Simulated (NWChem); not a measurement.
C3H6Si; SMILES C=C=C[SiH3]

```xyz
10

C      0.3801     2.3943     0.0000
C     -0.2204     1.2320     0.0000
C     -0.7876     0.0516     0.0000
Si     0.2004    -1.5476     0.0000
H      0.6380     2.9000    -0.9282
H      0.6380     2.9000     0.9282
H     -1.8781    -0.0057     0.0000
H     -0.7493    -2.6928     0.0000
H      1.0686    -1.6514    -1.2034
H      1.0686    -1.6514     1.2034
```
Atoms are numbered in this order, from 1.

This is a stationary point of B3LYP/6-31G* (spherical d) (NWChem), point group Cs. 

Is it a minimum? If not, what does it relax to?

No. It has an imaginary frequency of 101i cm⁻¹. Following that mode (on a finer grid) lowers the energy by 0.9 kcal/mol and ends, with real frequencies alone, at point group Cs:
```xyz
10

C      0.3431     2.3820     0.2115
C     -0.2010     1.2216    -0.0489
C     -0.7236     0.0470    -0.3016
Si     0.2041    -1.5551    -0.0091
H      0.9134     2.9229    -0.5405
H      0.2420     2.8498     1.1883
H     -1.7408     0.0040    -0.6984
H     -0.5287    -2.4178     0.9591
H      0.3407    -2.3228    -1.2782
H      1.5554    -1.2553     0.5288
```
